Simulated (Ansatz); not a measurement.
Calculated with Ansatz (gas phase, PBE0-D4/def2-TZVP geometries, no zero-point term in ΔE). CBS: MP2 limit from def2 TZ/QZ plus the TZ coupled-cluster correction, frozen cores. This one scheme is used for every species. DFT in def2-TZVPP. Each species was taken in one conformer, which may not be the lowest.

Consider the formal exchange of groups at the Si–H bond: `CS[SiH]` + CH₃SH → `CS[Si]S` + CH₄.

Q: Is it downhill or uphill in electronic energy at CCSD(T)/CBS, and by how much? (Estimate.)

A: Ansatz gave: Downhill: ΔE = -157.9 kJ/mol.

Q: What do these levels give: PBE0-D4, B2PLYP, r2SCAN, CCSD/def2-TZVPP, MP2/def2-QZVPP, SCS-MP2/def2-QZVPP? (Best estimate.)

A: The calculation gave: PBE0-D4 -160.3, B2PLYP -157.5, r2SCAN -164.2, CCSD/def2-TZVPP -151.1, MP2/def2-QZVPP -165.4, SCS-MP2/def2-QZVPP -157.5 kJ/mol.

Largest T1 diagnostic among the species: 0.016.

In def2-TZVPP, CCSD(T) changes the Hartree–Fock value by −9.5 kJ/mol (the triples alone add −3.5 kJ/mol) and MP2 by −18.8 kJ/mol. The D4 term adds −5.7 kJ/mol with B3LYP and −3.1 kJ/mol with PBE0; it sums over pairs of atoms, weighted by their polarisabilities, and B3LYP, whose exchange is more repulsive, gets the larger term.

B3LYP here is the variant with VWN-RPA as its local correlation; programs differ in this.
